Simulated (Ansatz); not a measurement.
Ansatz (a program for electronic structure) input:

Ansatz 0.2 input:
```yaml
crystal:
  periodic: [false, false, false]
  atoms:
    - {symbol: N, position_ang: [1.33529425, -1.80438257, -0.27956704]}
    - {symbol: B, position_ang: [0.15751274, -1.19096296, -0.19030863]}
    - {symbol: N, position_ang: [-1.21214463, -1.66184328, -0.28943559]}
    - {symbol: Br, position_ang: [-0.01646779, 1.00666503, 0.14626948]}
    - {symbol: H, position_ang: [2.16646765, -1.23435854, -0.22827383]}
    - {symbol: H, position_ang: [-1.31762360, -2.65463261, -0.13683684]}
    - {symbol: H, position_ang: [-1.92208217, -1.12588935, 0.18024054]}
basis:
  gaussian:
    orbitals: def2-TZVPD
hamiltonian:
  xc: {name: PBE-QIDH}
total_charge: -1
magnetization: {spin_polarized: false}
correlation: {electrons: outside_noble_gas}
```

Predict the final energy.

-2709.67529 Eh (PBE-QIDH/def2-TZVPD). The basis has 195 functions.

It need not be the lowest isomer of its formula. Whether it binds its extra electron was not tested at this geometry.
